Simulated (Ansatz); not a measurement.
Worked example: ideal-gas entropy of CSeO (carbonyl selenide)

A linear singlet with charge 0, relaxed at PBE0-D4/def2-TZVP (Ansatz 0.2.0):

```xyz
3

O    -0.8200    0.9949   -0.3465
C    -0.1141    0.1385   -0.0482
Se    0.9341   -1.1334    0.3948
```

Harmonic wavenumbers in cm⁻¹: 483, 483, 677, 2122.

Masses in u: O 15.999, C 12.011, Se 78.971. Take T = 298.15 K, p = 1 bar, R = 8.3145 J/(mol K), kT/hc = 207.22 cm⁻¹, rigid rotor and harmonic oscillator.

Q: Compute the standard molar entropy.

A: 
1. Translation (Sackur–Tetrode): S = R[3/2 ln M + 5/2 ln T − 1.1517] with M = 106.981 gives 167.1 J/(mol K).
2. Rotation: the moment of inertia is 124.521 u Å², so B = 16.8576/I = 0.1354 cm⁻¹; σ = 1; q = kT/(σhcB) = 1530.4; S = R(ln q + 1) = 69.3.
3. Vibration: with u = ν̃/207.22, each mode gives R[u/(eᵘ − 1) − ln(1 − e⁻ᵘ)]; the sum is 7.3, most from 483 cm⁻¹ (2.9), 483 cm⁻¹ (2.9), 677 cm⁻¹ (1.4).
4. Electronic: R ln 1 = 0.0, from the spin multiplicity alone.
5. Sum: 167.1 + 69.3 + 7.3 + 0.0 = 243.7 J/(mol K).

No measured value is set beside it here.
